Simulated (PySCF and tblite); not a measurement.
Results of a calculation; reference values are marked as such.
C₉H₁₆OSi, numbered as in [CH3:1][Si:2]([CH3:3])([CH3:4])[C@@H:5]1[CH2:6][CH2:7][CH:8]=[CH:9][C:10]1=[O:11].

Level: CAM-B3LYP-D3(BJ)/6-31G*//GFN2-xTB, thermal terms from GFN2-xTB, symmetry numbers and mirror pairs counted. Conformers within 2.5 kcal/mol (GFN2-xTB free energy) were kept, 4 at most. Of two unlike H on one atom, a is the less shielded (CAM-B3LYP/6-31G*). (PySCF 2.14, tblite 0.8.)

An NOE distance is ⟨r⁻⁶⟩^(−1/6) over all pairs of like atoms and, for the average, over conformers.

Torsions listed: C1–Si2–C5–C6. The 6-ring runs over atoms 5–6–7–8–9–10.

```csv
conformer,shape,weight %
1,"6-ring envelope (ring torsions -50, 23, 3, 0, -29, 54°); -154°",55.0
2,"6-ring envelope (ring torsions 54, -25, -4, 4, 25, -54°); -42°",45.0
```

Problem. Which H–H contacts under 3.5 Å would NOEs report (pairs on one atom left out) at 298.15 K?

Solution. 
| pair | in 1 (Å) | in 2 (Å) | average (Å) |
| --- | --- | --- | --- |
| H8 ··· H9 | 2.44 | 2.45 | 2.44 |
| H5 ··· H6a | 2.43 | 2.47 | 2.45 |
| H6a ··· H7b | 2.43 | 2.47 | 2.45 |
| H6b ··· H7a | 2.45 | 2.46 | 2.45 |
| H7b ··· H8 | 2.43 | 2.70 | 2.53 |
| H7a ··· H8 | 2.68 | 2.43 | 2.54 |
| H5 ··· H6b | 2.50 | 3.04 | 2.66 |
| H6b ··· H7b | 2.54 | 3.05 | 2.70 |
| H6a ··· H7a | 3.05 | 2.52 | 2.73 |
| H5 ··· H7b | 4.28 | 2.59 | 2.93 |
| H1/H3/H4 ··· H7a | 3.12 | 5.82 | 3.43 |
| H1/H3/H4 ··· H6b | 3.39 | 3.59 | 3.47 |

Longer pairs under the limit may be missing.
